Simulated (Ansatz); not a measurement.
The first iterations of a band of CH₅F₂NTi (10 atoms, charge 0, multiplicity 1).

Computed with Ansatz 0.2.0, RKS BLYP-D4/def2-SVP.

```json
{
 "movable images": "5",
 "climbing image": "yes",
 "spring": "5.0 eV/Å²",
 "optimiser": "quadratic models (default)",
 "start path": "through a guess of the saddle point",
 "force threshold": "0.05 eV/Å",
 "iteration limit": "60",
 "end points": "relaxed"
}
```

Initial state:

```xyz
10
Properties=species:S:1:pos:R:3
Ti -0.477 0.358 0.601
C 1.476 -0.189 0.104
N -1.489 -0.174 -0.885
H -1.707 0.421 -1.694
F -0.450 2.116 0.763
F -0.886 -0.595 2.030
H 1.541 -1.285 -0.053
H 2.143 0.104 0.944
H 1.799 0.330 -0.822
H -1.950 -1.086 -0.989
```

Final state:

```xyz
10
Properties=species:S:1:pos:R:3
Ti -0.829 0.200 0.635
C 1.422 -0.138 -0.367
N -1.970 -0.112 -0.569
H 0.488 -0.271 -0.980
F -0.774 1.928 1.137
F -0.841 -1.013 1.964
H 1.475 -0.850 0.481
H 1.550 0.906 -0.018
H 2.236 -0.376 -1.075
H -2.758 -0.274 -1.208
```

| iteration | highest image above the first end (eV) | largest band force component (eV/Å) |
| --- | --- | --- |
| 1 | 6.013 | 31.826 |
| 2 | 1.734 | 4.561 |
| 3 | 1.538 | 1.875 |
| 4 | 1.407 | 2.377 |
| 5 | 1.373 | 0.827 |

Question: Does the band converge within its limit, and where does its top end?

Answer: It converged. It ended after 17 iterations with the highest image 1.489 eV above the first end. A vibrational analysis at the climbing image gives one clearly imaginary mode, 1327i cm⁻¹: a first-order saddle point. The orbitals stay closed-shell, which can raise the energy where a bond breaks towards radicals; this wasn't checked here.

Run time: 3 min on 2 threads of Intel(R) Xeon(R) 6975P-C (Granite Rapids) (shared host), peak memory 0.19 GiB.
